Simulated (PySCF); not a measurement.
Be(Br)(Me), SMILES [Br][Be][CH3] (CH₃BeBr) (CAM-B3LYP/def2-SVP optimised geometry):

```
6

Be     0.058     0.158     0.000
Br     2.020     0.158     0.000
C     -1.605     0.160     0.002
H     -2.015     0.482     0.975
H     -2.020    -0.842    -0.205
H     -2.018     0.842    -0.761
```

Calculation: CAM-B3LYP/def2-TZVP in PySCF.

Problem. What are the frontier orbital energies and the dipole moment?

Solution. HOMO-2 -10.39 eV, HOMO-1 -10.06 eV, HOMO -10.06 eV, LUMO 0.38 eV, LUMO+1 0.98 eV; dipole moment 1.15 D.

On the same geometry PySCF 2.14.0 with PBE/def2-TZVP gives HOMO-2 -7.53 eV, HOMO-1 -7.48 eV, HOMO -7.48 eV, LUMO -0.82 eV, LUMO+1 -0.81 eV; dipole moment 1.03 D.

Meta-Löwdin charges at CAM-B3LYP/def2-TZVP: Be1 1.25, Br2 -0.66, C3 -0.95, H4 0.12, H5 0.12, H6 0.12.
